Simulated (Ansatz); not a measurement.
`F[SiH2][InH2]` + `C=[C](F)[GaH2]` → `C=[C]([GaH2])[InH2]` + `F[SiH2]F` at 400 K and 1 bar (redistribution).

Program: Ansatz. Geometries: PBE0-D4/def2-TZVP. ΔE: electronic, gas phase. CBS: MP2 limit from def2 TZ/QZ plus the TZ coupled-cluster correction, frozen cores. This one scheme is used for every species. def2 core potentials past Kr. For Ga, In outer-core shells are correlated without core-valence functions, which leaves a few kJ/mol of doubt a bond. Scalar relativity is left out up to krypton.

```csv
species,CCSD(T)/CBS energy (Eh),H − E (kJ/mol),S (J/(mol·K))
`F[SiH2][InH2]`,-581.11562,110.2,363.9
`C=[C](F)[GaH2]`,-2102.18893,151.2,346.6
`C=[C]([GaH2])[InH2]`,-2193.38903,183.8,418.1
`F[SiH2]F`,-489.99391,78.4,280.0
```

H − E and S are ideal-gas, rigid-rotor, harmonic terms from PBE0-D4/def2-TZVP. 1 Eh = 2625.50 kJ/mol, R = 8.31446 J/(mol·K).

Problem. By hand: ΔE, ΔH, ΔS and ΔG.

Solution. ΔE = (-2193.38903) + (-489.99391) − (-581.11562) − (-2102.18893) = -0.07839 Eh = -205.8 kJ/mol. Δ(H − E) = 183.8 + 78.4 − 110.2 − 151.2 = 0.8, so ΔH = -205.0 kJ/mol. ΔS = 418.1 + 280.0 − 363.9 − 346.6 = -12.4 J/(mol·K). ΔG = -205.0 − 400 × (-12.4)/1000 = -200.0 kJ/mol.

Problem. By hand: the equilibrium constant, and the temperature at which ΔG would vanish if ΔH and ΔS stayed fixed.

Solution. log₁₀ K = −ΔG/(RT ln 10) = 26.1. ΔG = 0 at ΔH/ΔS = 16532 K, far beyond where these terms or the molecules hold.

The number of gas molecules stays the same, so ΔS is small and ΔH decides. A doubt of 5 kJ/mol in ΔE shifts log₁₀ K by 0.7 here. These are equilibria of isolated gas molecules and say nothing of rates. Largest T1 diagnostic: 0.014 (customary marks: 0.02 for closed shells, 0.045 for open ones).
